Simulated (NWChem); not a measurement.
Molecule: LaSiH3OF2; SMILES [SiH3][O][La]([F])[F]

```xyz
8

La     0.0004     0.6771     0.1913
F      1.7745     1.6536    -0.5000
F     -1.8318     1.5518    -0.4833
O      0.0571    -1.5207     0.0547
Si     0.0049    -3.1566    -0.1365
H     -1.3899    -3.6811     0.0263
H      0.8646    -3.8414     0.8833
H      0.4919    -3.5638    -1.4932
```
Atoms are numbered in this order, from 1.

Computed with NWChem. All runs use the structure optimised with PBE0/def2-SVP. No frequency run checked for a minimum. def2 effective core potentials on La; no spin-orbit coupling. Total energies compare along this basis series because the functional is fixed.

| level | basis functions | energy (Ha) | highest occupied level (eV) | orbital gap (eV) | dipole (D) | relative time |
|---|---|---|---|---|---|---|
| Hartree-Fock/def2-SVP | 107 | -595.5281 | -11.72 | 11.44 | 4.58 | 1 |
| Hartree-Fock/def2-SVPD | 152 | -595.5532 | -11.78 | 11.47 | 4.59 | 3 |
| Hartree-Fock/def2-TZVP | 188 | -595.9778 | -11.77 | 11.50 | 4.63 | 2 |
| Hartree-Fock/def2-TZVPP | 233 | -595.9869 | -11.77 | 11.51 | 4.58 | 5 |

Times are rough ratios from one shared machine.
